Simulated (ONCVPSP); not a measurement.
# Before and after: ONCV potential for palladium

Pd (Z = 46), optimised norm-conserving Vanderbilt (ONCV), made with ONCVPSP 4.0.1 (PBE, scalar-relativistic). Core [Ar] 3d10, reference 4s2 4p6 4d9 5s1. Waves: 4s+5s: rc 1.70 bohr, ncon 3, nbas 7, qcut 5.8 1/bohr, 2 projectors; 4p: rc 0.95 bohr, ncon 5, nbas 8, qcut 10.3 1/bohr, 1 projector; 4d: rc 1.85 bohr, ncon 4, nbas 8, qcut 9.8 1/bohr, 2 projectors, debl 0.5 Ha. Local part: polynomial inside 0.90 bohr (lpopt 5, dvloc0 4 Ha). Core correction: polynomial model core, fcfact 0.3.

All-electron outer shells of the reference configuration (PBE, scalar-relativistic, ld1.x):

```csv
shell,level (eV),outermost node (bohr),outermost maximum (bohr)
3d,-329.06,–,0.28
4s,-88.72,0.45,0.85
4p,-54.47,0.46,0.91
4d,-6.69,0.45,1.09
5s,-4.35,1.15,2.58
```

Change: d: rc 2.14.

Cutoffs: the cutoffs (Ha) at which the residual kinetic energy of the hardest occupied pseudo-wave falls to 1 and 0.1 mHa per electron; they do not see the model core or the augmentation charge, which bear on the density cutoff. Errors are all-electron minus pseudo energies relative to the spin-unpolarised reference configuration.

**Question.** How do hardness, ghosts and transferability respond?

**Answer.** The potential gets neither clearly harder nor softer (49 Ha and 201 Ha → 49 Ha and 201 Ha); the p channel sets the loose cutoff, while the largest relative change is in d, which becomes softer; of the 4 tests that both files solve, the error grows in 2 and shrinks in 1 by more than 15 % and 0.3 meV (median size 2.1 → 2.2 meV); neither file shows a bound ghost.

| quantity | base | changed |
| --- | --- | --- |
| cutoff, loose | 49 Ha | 49 Ha |
| cutoff, tight | 201 Ha | 201 Ha |
| loose cutoff by channel | s 8.4 Ha, p 49 Ha, d 28 Ha | s 8.4 Ha, p 49 Ha, d 24 Ha |
| bound ghosts | none | none |
| GHOST(+) flags under 300 eV | s at 91.7 eV | s at 91.7 eV |
| error for 4s2 4p6 4d10 5s0, meV [ΔE -1.50 eV] | -4.6 | -0.8 |
| error for 4s2 4p6 4d9 5s0, meV [ΔE 7.61 eV] | -2.4 | -2.1 |
| error for 4s2 4p6 4d8 5s0, meV [ΔE 28.43 eV] | -1.0 | -2.3 |
| error for 4s2 4p6 4d8 5s1, meV [ΔE 12.14 eV] | +1.9 | +3.4 |
| s: phases at 1.73 bohr within 0.05 rad from the reference energy up to (Ha; the scan ends near 5) | 2.8 | 2.8 |
| p: phases at 0.97 bohr within 0.05 rad from the reference energy up to (Ha; the scan ends near 5) | 4.4 | 4.4 |
| rms error of d²Exc/dni dnj with the model core, mHa | 2.22 | 2.21 |
